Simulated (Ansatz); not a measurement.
One change: `CBC[SeH]` becomes `CBCBr`.

Ansatz, PBE0-D4/def2-TZVP geometries, multiplicity 1. Each molecule was computed in one conformer, which needn't be the lowest.

Scalar relativity is left out up to krypton.

| property | `CBC[SeH]` |
| --- | --- |
| LUMO energy (ωB97M-V/def2-TZVPP) / eV | 1.41 |
| HOMO energy (PBE0/def2-TZVPP) / eV | -7.21 |
| size of the dipole moment (PBE/def2-TZVPP) / D | 1.27 |
| LUMO energy (B3LYP/def2-TZVPP) / eV | -0.64 |
| HOMO energy (PBE/def2-TZVPP) / eV | -6.11 |
| size of the dipole moment (B3LYP/def2-TZVPP) / D | 1.20 |

(1) Give the same properties after the change, and the shifts. (An estimate is asked.)

Results:

(1) The calculation gave: 
| property | `CBCBr` | shift |
| --- | --- | --- |
| LUMO energy (ωB97M-V/def2-TZVPP) / eV | 0.94 | -0.47 |
| HOMO energy (PBE0/def2-TZVPP) / eV | -8.23 | -1.02 |
| size of the dipole moment (PBE/def2-TZVPP) / D | 1.27 | 0.00 |
| LUMO energy (B3LYP/def2-TZVPP) / eV | -1.24 | -0.60 |
| HOMO energy (PBE/def2-TZVPP) / eV | -6.99 | -0.88 |
| size of the dipole moment (B3LYP/def2-TZVPP) / D | 1.38 | 0.18 |

With PBE0 the HOMO falls by 1.02 eV and the LUMO falls by 0.60 eV, so the gap widens by about 0.42 eV. PBE moves the HOMO by -0.88 eV and ωB97M-V by -1.10 eV. Dipoles are sizes alone; their direction can turn.

B3LYP here is the variant with VWN-RPA as its local correlation; programs differ in this.

Spin–orbit coupling is left out; it splits and shifts lone-pair levels of the heavy atoms by tenths of an eV.
